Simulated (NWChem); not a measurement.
System: SnN$_{2}$H$_{4}$, singlet; SMILES [NH2][Sn][NH2]

```xyz
7

Sn     0.0000     0.0000    -0.3893
N      1.4902     0.0000     0.9971
H      2.4729     0.0000     0.7465
H      1.3724     0.0000     2.0056
N     -1.4902     0.0000     0.9971
H     -1.3724     0.0000     2.0056
H     -2.4729     0.0000     0.7465
```
Atoms are numbered in this order, from 1.

All runs: NWChem. Medium grid unless said otherwise, to which SCAN and Minnesota functionals are sensitive. Low-valent species are run as closed-shell singlets; no triplet was tried in these runs. The geometry was optimised at PBE0/def2-SVP. def2 effective core potentials on Sn; no spin-orbit coupling. Hybrids' shares of exact exchange are those that their runs print; pure functionals count as 0. The functionals differ in more than this share.

```csv
row,share of exact exchange,orbital gap (eV)
PBE/def2-SVP,0.00,3.40
RPBE/def2-SVP,0.00,3.41
TPSSh/def2-SVP,0.10,4.30
B3LYP/def2-SVP,0.20,withheld
M05-2X/def2-SVP,0.56,7.69
```

Problem. Fit a straight line of the last column on the one before it, predict the withheld value, and compare with the run.

Solution. 
1. Means of the 4 shown rows: x = 0.165, y = 4.700. Slope Σ(x − x̄)(y − ȳ)/Σ(x − x̄)² = 1.634/0.2147 = 7.612; intercept 3.444.
2. The shown rows scatter about the line by 0.056 (root mean square); the largest residual is +0.09, at TPSSh/def2-SVP.
3. At x = 0.20 (B3LYP/def2-SVP; inside the shown range) the line gives 4.97.
4. The run gives 4.92, -0.05 from the line, 0.9 times the scatter.
